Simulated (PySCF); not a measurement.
Species: 2-bromobenzyl alcohol, C7H7BrO.
Atom-mapped SMILES: `[OH:1][CH2:2][c:3]1[cH:4][cH:5][cH:6][cH:7][c:8]1[Br:9]` (hydrogens: H10 on O1; H11, H12 on C2; H13 on C4; H14 on C5; H15 on C6; H16 on C7)

Structure used (PBE0-D3(BJ)/def2-SVP), in Å, numbered top down from 1:
```xyz
16
C7H7BrO angstrom
O     -2.2469   -0.9872   -1.1847
C     -1.2884   -1.4752   -0.2905
C      0.1084   -0.9644   -0.5579
C      1.1042   -1.8188   -1.0423
C      2.3965   -1.3688   -1.3014
C      2.7215   -0.0326   -1.0812
C      1.7525    0.8466   -0.6027
C      0.4688    0.3723   -0.3486
Br    -0.8205    1.6055    0.3065
H     -2.3435   -0.0417   -1.0165
H     -1.2864   -2.5707   -0.3914
H     -1.5522   -1.2486    0.7620
H      0.8476   -2.8667   -1.2205
H      3.1503   -2.0630   -1.6791
H      3.7308    0.3340   -1.2819
H      1.9890    1.8970   -0.4254
```

Level of theory: PBE0-D3(BJ)/def2-SVP geometry optimisation, gas phase (PySCF).

Masses are those of the commonest isotopes; rigid-rotor values at the optimised geometry. The values belong to one conformer with, in the numbering `[OH:1][CH2:2][c:3]1[cH:4][cH:5][cH:6][cH:7][c:8]1[Br:9]`, H–O1–C2–C3 -68°, O1–C2–C3–C4 -110°.

Question: What are A, B and C (GHz)?

Answer: Ia = 302.81, Ib = 530.30, Ic = 802.27 u·Å²; 505379 MHz·u·Å²/I gives 1669, 953.0 and 629.9 MHz, that is A = 1.6690, B = 0.9530, C = 0.6299 GHz.

Question: What kind of rotor is it?

Answer: An asymmetric top; Ray's κ = -0.378.

Question: What does the inertial defect say?

Answer: Not planar: Δ = Ic − Ia − Ib = -30.84 u·Å². For a rigid frame Δ = −2 Σ m c², so Σ m c² = 15.42 u·Å² lies off the ab plane: 3.44 from hydrogen and 11.98 from heavier atoms. The atom farthest from that plane is 1.33 Å away.

Question: List the rotational levels J(Ka,Kc) to J = 4 (MHz).

Answer: Above 0(0,0):
J = 1: 1(0,1) 1583, 1(1,1) 2299, 1(1,0) 2622
J = 2: 2(0,2) 4662, 2(1,2) 5142, 2(1,1) 6111, 2(2,1) 8259, 2(2,0) 8346
J = 3: 3(0,3) 9097, 3(1,3) 9357, 3(1,2) 11280, 3(2,2) 13008, 3(2,1) 13408, 3(3,1) 17444, 3(3,0) 17459
J = 4: 4(0,4) 14787, 4(1,4) 14905, 4(1,3) 18034, 4(2,3) 19270, 4(2,2) 20311, 4(3,2) 23913, 4(3,1) 24016, 4(4,1) 29938, 4(4,0) 29940

Question: Which types of transition are allowed, and where do some lines up to J = 3 fall?

Answer: The dipole components are |μa| = 1.27 D, |μb| = 1.37 D, |μc| = 0.71 D. Intensities carry the squares of the components, which stand as 0.85 : 1.00 : 0.27 (a : b : c). Some lines, for components of 0.1 D or more:

```
type  branch         J(Ka,Kc)   MHz  lower level (cm⁻¹)
   a       Q  1(1,0) ← 1(1,1)   323               0.077
   a       Q  3(2,1) ← 3(2,2)   400               0.434
   c       Q  1(1,1) ← 1(0,1)   716               0.053
   b       Q  1(1,0) ← 1(0,1)  1039               0.053
   b       Q  2(1,1) ← 2(0,2)  1449               0.156
   b       Q  3(3,0) ← 3(2,1)  4051               0.447
   a       R  3(1,3) ← 2(1,2)  4216               0.172
   b       Q  3(3,1) ← 3(2,2)  4436               0.434
   c       R  2(1,1) ← 1(0,1)  4528               0.053
   a       R  3(1,2) ← 2(1,1)  5169               0.204
   c       R  2(2,0) ← 1(1,0)  5724               0.087
   c       R  2(2,1) ← 1(1,1)  5960               0.077
   c       R  3(2,1) ← 2(1,1)  7297               0.204
   b       R  3(2,1) ← 2(1,2)  8266               0.172
   b       R  3(3,1) ← 2(2,0)  9098               0.278
   c       R  3(3,0) ← 2(2,0)  9113               0.278
   b       R  3(3,0) ← 2(2,1)  9200               0.275
```

Question: Estimate the classical rotational partition function at 10 K, 25 K and 298.15 K.

Answer: Point group C1, symmetry number σ = 1; q = (√π/σ)·√((kT/h)³/(ABC)), k/h = 20836.6 MHz/K: 5330 at 10 K, 21100 at 25 K, 867000 at 298.15 K.

PBE0-D3(BJ)/def2-SVP frequencies: not computed here. Zero-point vibration and centrifugal distortion are left out. Quadrupole hyperfine structure (79Br) is left out.

On an Intel Xeon Platinum 8488C with one thread, no GPU, shared host, this took 88 s wall and 0.94 GiB of memory at its peak. That covers the optimisation of the geometry.
